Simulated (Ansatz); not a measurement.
`C[CH](C)[Ga]([CH3])[Cl]` → `C[CH2][Ga]([CH3])[Cl]` + `[CH2]` (triplet) at 400 K and 1 bar (formal loss of a carbene).

Gas-phase electronic energies from Ansatz, PBE0-D4/def2-TZVP geometries. CCSD(T)/CBS adds triple-zeta CCSD(T) − MP2 to the extrapolated MP2 energy (def2 sets, frozen cores). This one scheme is used for every species. Triplets are unrestricted, without spin–orbit coupling. For Ga outer-core shells are correlated without core-valence functions, which leaves a few kJ/mol of doubt a bond. Scalar relativity is left out up to krypton. Each species was taken in one conformer, which may not be the lowest.

```csv
species,CCSD(T)/CBS energy (Eh),H − E (kJ/mol),S (J/(mol·K))
`C[CH](C)[Ga]([CH3])[Cl]`,-2542.02619,387.1,480.4
`C[CH2][Ga]([CH3])[Cl]`,-2502.76657,306.7,441.2
`[CH2]` (triplet),-39.09499,59.0,205.7
```

H − E and S are ideal-gas, rigid-rotor, harmonic terms from PBE0-D4/def2-TZVP, for one conformer and one mirror image of each species, with the whole ground term of open shells counted as degenerate. 1 Eh = 2625.50 kJ/mol, R = 8.31446 J/(mol·K).

Problem. By hand: ΔE, ΔH, ΔS and ΔG.

Solution. ΔE = (-2502.76657) + (-39.09499) − (-2542.02619) = 0.16463 Eh = 432.2 kJ/mol. Δ(H − E) = 306.7 + 59.0 − 387.1 = -21.4, so ΔH = 410.8 kJ/mol. ΔS = 441.2 + 205.7 − 480.4 = 166.5 J/(mol·K). ΔG = 410.8 − 400 × (166.5)/1000 = 344.2 kJ/mol.

Problem. By hand: the equilibrium constant, and the temperature at which ΔG would vanish if ΔH and ΔS stayed fixed.

Solution. log₁₀ K = −ΔG/(RT ln 10) = -44.9. ΔG = 0 at ΔH/ΔS = 2467 K.

The number of gas molecules changes by +1, which sets the sign of ΔS. A doubt of 5 kJ/mol in ΔE shifts log₁₀ K by 0.7 here. Other conformers and mirror images would add mixing entropy, several J/(mol·K) or more a flexible species. Modes under 60 cm⁻¹, often nearly free rotors, make the harmonic entropy too high. A triplet takes part, so the spin changes. These are equilibria of isolated gas molecules and say nothing of rates. Largest T1 diagnostic: 0.011 (customary marks: 0.02 for closed shells, 0.045 for open ones).
